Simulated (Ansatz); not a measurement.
Cs₂Br₃⁻, relaxed as a singlet with RKS PBE-D4/def2-SVPD in Ansatz, starting from the GFN1-xTB geometry. Force threshold 0.02 eV/Å.

In the def2 sets Cs takes a core potential; there is no spin–orbit coupling. Another isomer (singlet) lies 0.19 eV lower at PBE0-D4/def2-TZVPD; other spin states weren't run for this one.

Start:

```xyz
5

Cs   -0.702   -2.555    0.252
Cs    0.251    1.365   -0.006
Br   -2.723   -0.124   -0.146
Br    0.846   -1.136   -2.144
Br    2.328    2.450    2.043
```

```tsv
step	energy (eV)	largest force component (eV/Å)	SCF passes
1	-211188.6265	0.846	15
2	-211188.9283	0.348	17
3	-211189.0408	0.082	17
4	-211189.0639	0.060	17
5	-211189.0720	0.064	17
6	-211189.0864	0.057	17
7	-211189.1026	0.054	16
8	-211189.1173	0.053	16
9	-211189.1312	0.072	17
10	-211189.1411	0.056	16
11	-211189.1484	0.074	17
12	-211189.1514	0.068	17
13	-211189.1541	0.053	16
14	-211189.1556	0.024	16
15	-211189.1558	0.007	16
```

Force components are those of the run's own axes.

End:

```xyz
5

Cs   -1.706   -2.693   -1.305
Cs    0.661    1.047    0.503
Br   -2.721   -0.352    0.828
Br    1.420   -1.686   -1.827
Br    2.345    3.684    1.801
```

By distances, no bond broke or formed. The bond that changes most is Cs2–Br3, from 3.33 to 3.67 Å (atoms count from 1).

No frequencies were taken in this run, so the end may be a saddle point.

Run time 95 s (4 threads of Intel Xeon on a shared host).
